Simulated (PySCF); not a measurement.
Atom-mapped SMILES (the numbers label the heavy atoms): `[OH:1][C:2]([OH:3])([C:4]([F:5])([F:6])[F:7])[C:8]([F:9])([F:10])[F:11]`. Each H is labelled by its parent atom.

PySCF 2.14.0 with density-fitted response routines calculation with coordinates at the GFN2-xTB level and σ from GIAO-PBE0/pcSseg-1; gas phase, one averaged value for each set of equivalent atoms, a single conformation, non-relativistic Hamiltonian.

δ = σ(ref) − σ, references computed at the same level: 13C (σ = 186.93 ppm), 1H (σ = 31.72 ppm) against TMS; 17O (σ = 336.08 ppm) against H2O; 19F (σ = 170.95 ppm) against CFCl3.

| atoms | nucleus | count | δ (ppm) |
| --- | --- | --- | --- |
| H(O1)/H(O3) | 1H | 2 | ? |
| F5/F6/F7/F9/F10/F11 | 19F | 6 | -97.6 |
| O1/O3 | 17O | 2 | 87.1 |
| C2 | 13C | 1 | ? |
| C4/C8 | 13C | 2 | 129.5 |

Question: Complete the table.

Answer: 
- C2: 95.4 ppm, sp3 carbon bearing two oxygens; 2 electronegative neighbours deshield it
- H(O1)/H(O3): 3.10 ppm, hydrogen on an alcohol oxygen; exchangeable; this is the value without hydrogen bonding to other molecules

OH and NH positions are those of a molecule without intermolecular hydrogen bonds; in solution they move with solvent, concentration and temperature, and exchange usually removes their couplings. Shifts are as computed. Against solution values, carbons near 30 ppm lie about +3 ppm off and those near 130 ppm about +5 ppm. Of 1211 compounds with measured shifts, 218 miss one by over three times the rms of a fit or turn the order of signals round; such compounds aren't used in these exercises. Unscaled 19F shifts against computed CFCl3 carry errors that often reach 10 to 50 ppm. Experimental scales use liquid or dissolved standards, which lie at an offset from isolated H2O (liquid H2O: subtract about 36 ppm).
